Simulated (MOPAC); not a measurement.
Input file for MOPAC: PM7 on BeFGeH3 (SMILES [F][Be][GeH3]), a point of a bond scan (R = 3.547 Å).

```
PM7 1SCF PRECISE CHARGE=0 THREADS=1
BeFGeH3

Be    -0.34700396 1     0.98817189 1    -0.89659132 1
F     -0.69229152 1     1.97145592 1    -1.78874778 1
Ge     0.20508824 1    -0.58403493 1     0.52990846 1
H      2.28253173 1    -3.05741468 1    -0.93663718 1
H      0.97518869 1    -0.02594309 1     1.74412931 1
H     -1.02769739 1    -1.32131271 1     1.09161526 1
```

The log:

```
*******************************************************************************
 **                                                                           **
 **                              MOPAC v23.2.5                                **
 **                                                                           **
 *******************************************************************************
 ** MOPAC's Digital Object Identifier: https://doi.org/10.5281/zenodo.6511958 **
 **                                                                           **
 ** Please cite the open-source release paper for use of this MOPAC version:  **
 ** J. E. Moussa and J. J. P. Stewart (2026)                                  **
 ** MOPAC: An open-source semiempirical molecular orbital program             **
 ** J. Open Source Softw., 11(119), 8025, https://doi.org/10.21105/joss.08025 **
 *******************************************************************************

                              PM7 CALCULATION RESULTS

 *******************************************************************************
 *  PM7        - The PM7 Hamiltonian to be used
 *
 *
 *
 *                 CHARGE ON SYSTEM = 0
 *
 *
 *
 *  PRECISE    - TIGHTER CRITERIA TO BE USED
 *  1SCF       - DO 1 SCF AND THEN STOP
 *  THREADS=1  - MULTI-THREADING NOT USED
 *  T=         - A TIME OF 172800.0 SECONDS REQUESTED
 *  DUMP=N     - RESTART FILE WRITTEN EVERY 7200.0 SECONDS REQUESTED
 *******************************************************************************
PM7 1SCF PRECISE CHARGE=0 THREADS=1
 BeFGeH3

   ATOM   CHEMICAL          X               Y               Z
  NUMBER   SYMBOL      (ANGSTROMS)     (ANGSTROMS)     (ANGSTROMS)

     1      Be         -0.34700396  *   0.98817189  *  -0.89659132  *
     2       F         -0.69229152  *   1.97145592  *  -1.78874778  *
     3      Ge          0.20508824  *  -0.58403493  *   0.52990846  *
     4       H          2.28253173  *  -3.05741468  *  -0.93663718  *
     5       H          0.97518869  *  -0.02594309  *   1.74412931  *
     6       H         -1.02769739  *  -1.32131271  *   1.09161526  *



          CARTESIAN COORDINATES

    NO.       ATOM           X           Y           Z

     1        Be         -0.3470      0.9882     -0.8966
     2         F         -0.6923      1.9715     -1.7887
     3        Ge          0.2051     -0.5840      0.5299
     4         H          2.2825     -3.0574     -0.9366
     5         H          0.9752     -0.0259      1.7441
     6         H         -1.0277     -1.3213      1.0916

 General Reference for PM7:
 "Optimization of Parameters for Semiempirical Methods VI: More Modifications to the
 NDDO Approximations and Re-optimization of Parameters", J. J. P. Stewart, J. Mol. Mod., 1:32, 19 (2013)
 https://link.springer.com/article/10.1007/s00894-012-1667-x

           Empirical Formula: H3 Be F Ge  =     6 atoms



      MOLECULAR POINT GROUP   :   Cs


      RHF CALCULATION, NO. OF DOUBLY OCCUPIED LEVELS = 8


 -------------------------------------------------------------------------------
 PM7 1SCF PRECISE CHARGE=0 THREADS=1
 BeFGeH3



     1SCF WAS SPECIFIED, SO BFGS WAS NOT USED
     SCF FIELD WAS ACHIEVED


                              PM7 CALCULATION
                                                       MOPAC v23.2.5 Linux




          FINAL HEAT OF FORMATION =         75.15743 KCAL/MOL =     314.45871 KJ/MOL


          COSMO AREA              =        124.02 SQUARE ANGSTROMS
          COSMO VOLUME            =        106.57 CUBIC ANGSTROMS

          IONIZATION POTENTIAL    =          7.803840 EV
          HOMO LUMO ENERGIES (EV) =         -7.804 -3.116
          NO. OF FILLED LEVELS    =          8
          MOLECULAR WEIGHT        =        103.6243         POINT GROUP:  Cs

          MOLECULAR DIMENSIONS (Angstroms)

            Atom       Atom       Distance
            H     4    F     2     5.90468
            F     2    H     5     3.15315
            H     6    F     2     2.27485


          SCF CALCULATIONS        =          1





   ATOM   CHEMICAL          X               Y               Z
  NUMBER   SYMBOL      (ANGSTROMS)     (ANGSTROMS)     (ANGSTROMS)

     1      Be         -0.34700396  *   0.98817189  *  -0.89659132  *
     2       F         -0.69229152  *   1.97145592  *  -1.78874778  *
     3      Ge          0.20508824  *  -0.58403493  *   0.52990846  *
     4       H          2.28253173  *  -3.05741468  *  -0.93663718  *
     5       H          0.97518869  *  -0.02594309  *   1.74412931  *
     6       H         -1.02769739  *  -1.32131271  *   1.09161526  *

                             CARTESIAN COORDINATES

   1   Be       -0.347003960     0.988171890    -0.896591320
   2    F       -0.692291520     1.971455920    -1.788747780
   3   Ge        0.205088240    -0.584034930     0.529908460
   4    H        2.282531730    -3.057414680    -0.936637180
   5    H        0.975188690    -0.025943090     1.744129310
   6    H       -1.027697390    -1.321312710     1.091615260


           Empirical Formula: H3 Be F Ge  =     6 atoms



      MOLECULAR POINT GROUP   :   Cs


                  EIGENVALUES
 -38.93837 -15.84759 -15.15422 -15.06052 -15.04009 -11.47020 -10.47353  -7.80384
  -3.11599   0.67571   1.47275   2.96516   3.06800   4.35378   5.06942


              NET ATOMIC CHARGES AND DIPOLE CONTRIBUTIONS

  ATOM NO.   TYPE          CHARGE      No. of ELECS.   s-Pop       p-Pop
    1         Be           0.620392        1.3796     0.69440     0.68520
    2          F          -0.425025        7.4250     1.95404     5.47099
    3         Ge          -0.546344        4.5463     0.97132     3.57502
    4          H           0.259565        0.7404     0.74044
    5          H           0.045706        0.9543     0.95429
    6          H           0.045706        0.9543     0.95429
 DIPOLE           X         Y         Z       TOTAL
 POINT-CHG.     2.675    -3.655    -0.956     4.629
 HYBRID        -0.263     0.361     0.090     0.456
 SUM            2.412    -3.294    -0.865     4.173


          ATOMIC ORBITAL ELECTRON POPULATIONS

     Atom    s        px        py        pz
    1 Be   0.69440   0.09594   0.32518   0.26408
    2  F   1.95404   1.92402   1.75734   1.78963
    3 Ge   0.97132   1.14825   1.22452   1.20225
    4  H   0.74044
    5  H   0.95429
    6  H   0.95429

 **********************
 *                    *
 * JOB ENDED NORMALLY *
 *                    *
 **********************




 == MOPAC DONE ==
```

The run finished.

Cost: about 0.03 core-seconds (a rough figure).
